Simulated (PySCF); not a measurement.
## Property card for `C#C[C@@]1(C)SCS[C@@H]1C(F)F`

Compound: C₇H₈F₂S₂.
Structure used (GFN2-xTB), in Å, numbered top down from 1:
```xyz
19
C7H8F2S2 angstrom
C     -2.468   -0.583    1.438
C     -1.533   -0.506    0.694
C     -0.420   -0.340   -0.219
C     -0.235   -1.596   -1.062
S     -0.808    1.096   -1.330
C     -0.715    2.271    0.028
S      0.672    1.808    1.129
C      0.827    0.061    0.588
C      2.171   -0.106   -0.127
F      2.148    0.272   -1.420
F      2.550   -1.411   -0.123
H     -3.284   -0.687    2.089
H     -1.185   -1.858   -1.521
H      0.094   -2.424   -0.436
H      0.495   -1.430   -1.850
H     -0.525    3.264   -0.372
H     -1.638    2.251    0.607
H      0.887   -0.545    1.498
H      2.958    0.472    0.380
```

Some functional groups and rings: alkyne, sulfide and C–F bond.

**GFN2-xTB geometry**

```yaml
Point_group_of_the_GFN2-xTB_geometry: C1
Rotational_constants_A_B_C_of_the_GFN2-xTB_geometry: 1.107, 0.785, 0.683 GHz
```

**PBE0/pcSseg-1 ground state and GIAO shieldings, non-relativistic (PySCF)**

```yaml
Dipole_moment: 1.75 D
HOMO_energy: -6.85 eV
LUMO_energy: -0.57 eV
HOMO–LUMO_gap: 6.28 eV
Lowest_Hirshfeld_atomic_charge: -0.13 e on C4
Highest_Hirshfeld_atomic_charge: +0.14 e on C9
13C_chemical_shifts_computed_TMS_as_zero_by_class: 125.0 (C9), 90.4 (C2), 79.7 (C1), 67.2 (C8), 59.1 (C3), 44.4 (C6), 23.3 (C4) ppm
1H_chemical_shifts_computed_TMS_as_zero_by_class: 6.15 (H19), 4.63 (H17), 3.95 (H16), 3.70 (H18), 2.10 (H13/H14/H15), 2.10 (H12) ppm
Isotropic_shieldings_of_nuclei_other_than_C_and_H_by_class: 291 (F11), 329 (F10), 320 (S5), 398 (S7) ppm
Mayer_bond_orders_between_heavy_atoms: C1–C2 2.48, C2–C3 0.79, C3–C4 1.05, C3–S5 1.04, S5–C6 0.98, C6–S7 0.95, S7–C8 1.03, C8–C9 0.95, C9–F10 0.96, C9–F11 0.93, C8–C3 0.91
```

Monoisotopic mass (most abundant isotopes): 194.0035 u.

The rotational constants make it an asymmetric top with κ = (2B − A − C)/(A − C) = -0.52, nearer the prolate limit (−1). In atomic units the dipole is 0.69 e·bohr (1 au = 2.5417 D). With B = h/(8π²I), that is 505.379 GHz u Å² over I, the principal moments of inertia are 456.6, 644.0 and 740.4 u Å² (most abundant isotopes); the inertial defect Ic − Ia − Ib is -360.2 u Å² (zero for a rigid planar frame, negative otherwise).

Geometry: GFN2-xTB, one conformer, isolated molecule.
